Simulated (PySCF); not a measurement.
C2H2F, SMILES C=[C]F (connectivity only; charge and spin as stated), charge +1, multiplicity 1. The structure is a stationary point at PBE-D3(BJ)/def2-TZVP. The spin state was assumed, not searched. The isomer is the one that the SMILES or the coordinates give; other isomers of the formula were not compared.

Calculation: PBE-D3(BJ)/def2-TZVP (PySCF 2.14.0).

Harmonic wavenumbers (cm⁻¹): 322, 375, 723, 811, 1057, 1222, 2088, 2979, 3042. Rotational constants (GHz): 276.3, 9.389, 9.081; symmetry number 2.

### Question
Work out the zero-point energy and the ideal-gas rigid-rotor harmonic-oscillator thermochemistry at 298.15 K and 1 atm.

### Answer
ZPE = ½ Σ hcν = ½ × 12621 cm⁻¹ = 18.04 kcal/mol. H − E(el) = 21.01 kcal/mol. Entropy in cal/(mol K): translation 37.34, rotation 18.77, vibration 2.95, total 59.06. G − E(el) = 3.40 kcal/mol. Cp = 13.04 cal/(mol K).
